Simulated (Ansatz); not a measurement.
`C[S][Au]` + `[OH][Al]1[CH2][NH]1` → `C[O][Al]1[CH2][NH]1` + `[SH][Au]`  (substitution at a C–S bond)

Isolated molecules relaxed with PBE0-D4/def2-TZVP in Ansatz; ΔE leaves out vibrations. CBS: MP2 limit from def2 TZ/QZ plus the TZ coupled-cluster correction, frozen cores. DFT in def2-TZVPP. B3LYP here is the variant with VWN-RPA as its local correlation; programs differ in this. Elements past krypton have def2 core potentials. For Au outer-core shells are correlated without core-valence functions, which leaves a few kJ/mol of doubt a bond. One conformer a species, not always the lowest.

(1) Is it downhill or uphill in electronic energy at CCSD(T)/CBS, and by how much? (Estimate.)

(2) What do these levels give: PBE-D4, B3LYP-D4, ωB97M-V, B2PLYP, r2SCAN, B3LYP, HF/def2-TZVPP, MP2/def2-QZVPP, SCS-MP2/def2-QZVPP, HF/CBS(def2), MP2/CBS(def2), CCSD/CBS(def2)? (Estimate.)

Largest T1 diagnostic among the species: 0.025, so the coupled-cluster value is less sure than usual.

Answers

(1) Computed: Uphill: ΔE = +11.5 kcal/mol.

(2) Ansatz gave: PBE-D4 11.9, B3LYP-D4 9.8, ωB97M-V 9.4, B2PLYP 10.2, r2SCAN 11.4, B3LYP 9.1, HF/def2-TZVPP 4.5, MP2/def2-QZVPP 13.4, SCS-MP2/def2-QZVPP 11.6, HF/CBS(def2) 4.4, MP2/CBS(def2) 13.9, CCSD/CBS(def2) 10.5 kcal/mol.

The D4 term adds +0.7 kcal/mol with B3LYP and +0.3 kcal/mol with PBE0; it sums over pairs of atoms, weighted by their polarisabilities, and B3LYP, whose exchange is more repulsive, gets the larger term. From PBE to PBE0 (25 % exact exchange), in def2-TZVPP and without D4, ΔE moves by −1.2 kcal/mol.
